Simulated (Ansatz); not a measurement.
System: Ge₄H₁₀, charge 0, multiplicity 1. SMILES: [GeH2]([GeH3])[GeH2][GeH3]
Geometry from a B3LYP-D3(BJ)/def2-TZVP (Ansatz, a program for electronic structure) optimisation:
```
Ge
H 1 1.5422
H 1 1.5423 2 107.79
Ge 1 2.4382 2 110.17 3 -119.13
H 4 1.5392 1 109.59 2 175.30
H 4 1.5393 5 108.68 1 122.12
H 4 1.5394 5 108.31 6 117.88
Ge 1 2.4411 2 110.74 3 119.37
H 8 1.5422 1 110.74 2 -65.90
H 8 1.5423 9 107.79 1 -119.37
Ge 8 2.4382 9 110.17 10 -119.13
H 11 1.5392 8 109.59 9 175.30
H 11 1.5393 12 108.68 5 179.46
H 11 1.5394 12 108.31 13 117.88
```

Wanted: atomisation energy (electronic, to ground-state atoms), in kcal/mol. Correlated levels leave the core frozen unless marked. Open shells are spin-unrestricted. Spin-orbit coupling is left out. The frozen core is the preceding noble-gas configuration, with the filled d and f shells of earlier blocks. Non-relativistic. The coupled-cluster limit lacks core correlation, which all-electron functionals hold. CBS marks a two-point X^-3 extrapolation of the correlation energy; Hartree-Fock from the larger set.

| level | program | atomisation energy (kcal/mol) |
|---|---|---|
| HF/cc-pVTZ | Ansatz | 637.2 |

Problem. Estimate the value at CCSD(T)/CBS(cc-pVTZ,cc-pVQZ) as computed with Ansatz.

Solution. 863.7 kcal/mol, so HF/cc-pVTZ differs from it by -226.5 kcal/mol.
